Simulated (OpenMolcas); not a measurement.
Cr3+ (d3) in a complex was computed by SS-CASPT2, IPEA 0.25 Eh, imaginary shift 0.1 Eh with the d shell active (OpenMolcas, ANO-RCC-VTZP on the metal). Its lowest spin-free states, and all those of the highest spin:

```
2S+1  Degeneracy  E (cm-1)
   4           1         0
   2           1     14810
   2           1     15140
   2           2     15790
   2           1     15900
   4           2     18100
   4           1     21040
   2           1     22440
   2           2     22720
   4           1     24210
   4           2     28200
   2           1     30090
   4           2     41400
   4           1     42330
```

Question: Is the site octahedral, tetrahedral or cube-like, axial, or of lower symmetry?

Answer: The states with 2S+1 = 4 have orbital degeneracies 1, 2, 1, 1, 2, 2, 1. There are pairs but no triples, so the site is axial: not cubic, but with a proper or improper axis of order three or more. The run had Cr3+ with 6 ligands (fluoride) in tetragonal octahedral coordination (D4h) at 1.8 Å, the axial distance 1.890 Å. A charge of +0.5 e stands 2.4 Å behind each ligand. Ligand basis ANO-RCC-VDZP.

Over all roots computed the reference weight is 0.71 to 0.72; a low but even weight reflects the number of correlated electrons. Ligand-to-metal charge-transfer states are missing. With no ligand orbital active B as a rule stays too high, so bands that hang on it stand too high and its fall with covalency is understated. With one d shell and no ligand orbital active, 10Dq can be off by a tenth or more. The distance lies 7 % under the 1.93 Å that this model takes as the normal distance (a Shannon-type radius plus a fixed donor radius); by an R⁻⁵ law this alone changes a d-shell field by about +42 %. No measured value stands beside these numbers; the geometry was imposed, not optimised, and the real ion may take another.
